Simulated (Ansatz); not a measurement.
Stepwise reaction of `[NH]=[Ta]([NH2])([Cl])[Cl]` with water, as a gas-phase model of exchange steps in deposition or etching. ΔE in kJ/mol; ΔG adds harmonic PBE0-D4 terms to CCSD(T)/CBS, at 1 bar.

Calculated with Ansatz (gas phase, PBE0-D4/def2-TZVP geometries, no zero-point term in ΔE). CBS: MP2 limit from def2 TZ/QZ plus the TZ coupled-cluster correction, frozen cores. This one scheme is used for every species. Functionals use def2-TZVPP. B3LYP here is the variant with VWN-RPA as its local correlation; programs differ in this. Elements past krypton have def2 core potentials. For Ta outer-core shells are correlated without core-valence functions, which leaves a few kJ/mol of doubt a bond. One conformer a species, not always the lowest.

```json
{"step": "1", "reaction": "`[NH]=[Ta]([NH2])([Cl])[Cl]` + H₂O → `[NH]=[Ta]([NH2])([OH])[Cl]` + HCl", "PBE-D4": "28.2", "B3LYP-D4": "25.9", "ωB97M-V": "25.1", "CCSD(T)/CBS": "32.0", "ΔG(400 K)": "25.9"}
{"step": "2", "reaction": "`[NH]=[Ta]([NH2])([OH])[Cl]` + H₂O → `[NH]=[Ta]([NH2])([OH])[OH]` + HCl", "PBE-D4": "36.8", "B3LYP-D4": "34.5", "ωB97M-V": "33.9", "CCSD(T)/CBS": "39.6", "ΔG(400 K)": "32.1"}
```

By hand: ΔE of the 2 steps together at CCSD(T)/CBS.

(32.0) + (39.6) = 71.6 kJ/mol, or 35.8 kJ/mol a step.

In ΔE each step is higher than the one before. All are uphill at CCSD(T)/CBS. ΔG lies between 25.9 and 32.1 kJ/mol a step. PBE-D4 differs from CCSD(T)/CBS by -3.8 to -2.8 kJ/mol a step. Isolated molecules leave out the surface, adducts and barriers. Largest T1 diagnostic: 0.018.
